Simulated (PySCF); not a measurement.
HfH₄, SMILES [HfH4], multiplicity 1. Atoms are numbered in the order given.

```xyz
5

Hf     0.0000     0.0000     0.0000
H      1.0683     1.0683     1.0683
H     -1.0683     1.0683    -1.0683
H     -1.0683    -1.0683     1.0683
H      1.0683    -1.0683    -1.0683
```

Geometry: B3LYP-D3(BJ)/def2-TZVPD. The spin state was assumed, not searched. The def2 effective core potentials stand for the cores of Hf; spin–orbit coupling is left out.

The numbers are results of B3LYP/def2-TZVPD (PySCF), not measurements.

Symmetry labels are those of the subgroup D2 that the program uses (full group Td).

Computed valence orbital energies around the gap with their symmetry:
```json
[
 {"orbital": "HOMO−7", "symmetry": "A", "energy (eV)": "-68.16"},
 {"orbital": "HOMO−6", "symmetry": "B1", "energy (eV)": "-36.54"},
 {"orbital": "HOMO−5", "symmetry": "B2", "energy (eV)": "-36.54"},
 {"orbital": "HOMO−4", "symmetry": "B3", "energy (eV)": "-36.54"},
 {"orbital": "HOMO−3", "symmetry": "A", "energy (eV)": "-9.65"},
 {"orbital": "HOMO−2", "symmetry": "B1", "energy (eV)": "-8.26"},
 {"orbital": "HOMO−1", "symmetry": "B2", "energy (eV)": "-8.26"},
 {"orbital": "HOMO", "symmetry": "B3", "energy (eV)": "-8.26"},
 {"orbital": "LUMO", "symmetry": "A", "energy (eV)": "-2.34"},
 {"orbital": "LUMO+1", "symmetry": "A", "energy (eV)": "-2.34"},
 {"orbital": "LUMO+2", "symmetry": "B1", "energy (eV)": "-1.73"},
 {"orbital": "LUMO+3", "symmetry": "B2", "energy (eV)": "-1.73"}
]
```
